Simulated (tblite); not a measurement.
**Question.** What does the GFN2-xTB structure of `C=C1[C@@H](CC)CS[Si@H]1O` look like in three dimensions?

**Answer.** 
```xyz
21
C6H12OSSi angstrom
C     -1.6897    0.2349   -1.3316
C     -0.9884   -0.1793   -0.2867
C      0.3935   -0.7651   -0.4101
C      1.4643    0.3049   -0.1445
C      1.4481    1.4271   -1.1728
C      0.5251   -1.9087    0.5943
S     -0.0033   -1.3859    2.2660
Si    -1.6138   -0.1885    1.4961
O     -1.7447    1.2364    2.2590
H     -2.6750    0.6539   -1.2159
H     -1.3099    0.1812   -2.3412
H      0.5469   -1.1709   -1.4169
H      1.3092    0.7200    0.8543
H      2.4448   -0.1776   -0.1524
H      2.2175    2.1598   -0.9406
H      0.4834    1.9298   -1.1814
H      1.6404    1.0346   -2.1693
H      1.5548   -2.2497    0.6880
H     -0.1031   -2.7524    0.3066
H     -2.9198   -0.7912    1.6886
H     -0.9893    1.7035    2.6101
```

Any rigid rotation of these coordinates is as good. Atoms count from 1 in this order. Of the pairs four or more bonds apart, C2···H16 is among the closest relative to their van der Waals radii: 2.72 Å, 94 % of the sum of Bondi's values. The 5-membered ring C2–C3–C6–S7–Si8 has internal angles of 92.8° to 112.3°; it is puckered, 0.20 Å rms from its mean plane, widest ring torsion 50°. S7 (sulfur bonded to C and Si) is bent (angle 92.8°). The 5 C–C bonds span 1.325 Å (C1=C2, drawn double) to 1.537 Å (C3–C4, drawn single), a spread of 0.212 Å.

Bonds between heavy atoms (Å): C1=C2 1.325, C2–C3 1.506, C3–C4 1.537, C4–C5 1.522, C3–C6 1.528, C6–S7 1.829, S7–Si8 2.150, Si8–O9 1.622, C2–Si8 1.889.

Computed geometry: GFN2-xTB, gas phase.

Point group: C1 (no symmetry element, even within 0.4 Å). Its GFN2-xTB frequencies are all real (lowest 44 cm⁻¹). One conformer, not necessarily the lowest (C2–C3–C4–C5 -64°, S7–Si8–O9–H 32°, C1–C2–C3–C4 97°, C2–C3–C6–S7 -50°, C3–C6–S7–Si8 38°, C6–S7–Si8–O9 -138°).

The run took 1.1 s of wall time on one thread, Arm Neoverse N1 (aarch64), no GPU, on a shared host. This is the geometry optimisation.
